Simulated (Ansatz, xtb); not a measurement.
**Relative energy of two isomers of C3H12GaNO**

Structure I is `CCO[CH2][GaH2-][NH3+]`, a singlet and structure II is `CC[O][Ga@H-]([CH3])[NH3+]`, a singlet. Both are isolated molecules in the gas phase, relaxed with B3LYP/def2-SVP; the shapes shown needn't be the lowest conformers.

I (Å):

| atom | x (Å) | y (Å) | z (Å) |
| --- | --- | --- | --- |
| C | 2.2469 | 0.7534 | -0.9543 |
| C | 1.5289 | 0.2957 | 0.3116 |
| C | -0.2205 | -1.1599 | -0.5306 |
| Ga | -2.2579 | -1.2951 | -0.4801 |
| N | -2.4775 | 0.8072 | -0.1340 |
| O | 0.1434 | 0.0634 | 0.1308 |
| H | 2.2201 | -0.0165 | -1.7411 |
| H | 1.7837 | 1.6698 | -1.3551 |
| H | 3.3052 | 0.9715 | -0.7362 |
| H | 2.0077 | -0.6191 | 0.7145 |
| H | 1.6090 | 1.0744 | 1.0897 |
| H | 0.1709 | -1.1727 | -1.5660 |
| H | 0.2440 | -2.0150 | -0.0003 |
| H | -2.8809 | -1.8856 | 0.8527 |
| H | -3.0077 | -1.5256 | -1.8577 |
| H | -2.7662 | 1.3571 | -0.9434 |
| H | -3.0771 | 1.0521 | 0.6540 |
| H | -1.4944 | 1.0282 | 0.0968 |

II (Å):

```xyz
18

C     1.9603    1.4289   -1.0743
C     1.0848    0.2077   -1.3565
C    -1.1604   -0.8310    1.5659
Ga   -1.3119    0.6638    0.2572
N    -2.9386    0.1611   -1.0535
O    -0.2837    0.4796   -1.2862
H     3.0314    1.1888   -1.1882
H     1.8039    1.8012   -0.0471
H     1.7112    2.2488   -1.7674
H     1.3184   -0.1650   -2.3752
H     1.3810   -0.6119   -0.6631
H    -1.6583    2.1593    0.6429
H    -1.0620   -1.8053    1.0593
H    -0.2745   -0.7004    2.2090
H    -2.0405   -0.8713    2.2292
H    -3.6447    0.8830   -1.2033
H    -2.3583    0.0769   -1.8972
H    -3.4109   -0.7289   -0.8884
```

Problem. Which of the two would you expect CCSD(T)/def2-SVP + ΔMP2/def2-TZVPP electronic energies to favour?

Solution. Structure II; the calculation gives E(II) − E(I) = −34.4 kcal/mol.

Level by level:

| level | geometry | E(II) − E(I) (kcal/mol) | departure from the last row (kcal/mol) | job, with rough time for the two |
| --- | --- | --- | --- | --- |
| B3LYP/def2-SVP | B3LYP/def2-SVP | −30.7 | +3.7 | optimisation, 2.7 min |
| HF/def2-SVP | B3LYP/def2-SVP | −34.0 | +0.5 | part of the CCSD(T) run |
| MP2/def2-SVP | B3LYP/def2-SVP | −34.7 | −0.3 | part of the CCSD(T) run |
| CCSD(T)/def2-SVP | B3LYP/def2-SVP | −32.7 | +1.8 | single point |
| CCSD(T)/def2-SVP + ΔMP2/def2-TZVPP | B3LYP/def2-SVP | −34.4 |  | single point, 2.9 min |

As drawn, II has 1 Ga–O, 1 C–H in place of 1 C–O, 1 Ga–H.

None of the levels shown reverses the order. The largest departure from CCSD(T)/def2-SVP + ΔMP2/def2-TZVPP is that of B3LYP/def2-SVP, 3.7 kcal/mol. Levels run at GFN2-xTB geometries aren't shown. The last row adds to CCSD(T) the change of the MP2 difference between the two basis sets, here −1.8 kcal/mol.

With thermal terms from frequencies at re-optimised GFN2-xTB minima (ideal gas, soft modes damped towards free rotors, one conformer each, 298.15 K, 1 atm): the zero-point term adds +0.6 kcal/mol; ΔH is −33.0 and ΔG −35.2 kcal/mol.

The correlated steps freeze 14 core orbitals; the filled d shell of Ga is correlated, in a basis made for valence electrons. Mirror images aren't counted in ΔG. Codes used: Ansatz 0.2.0, xtb 6.7.1; the last row on 4 threads of Arm Neoverse V1 on a shared host.
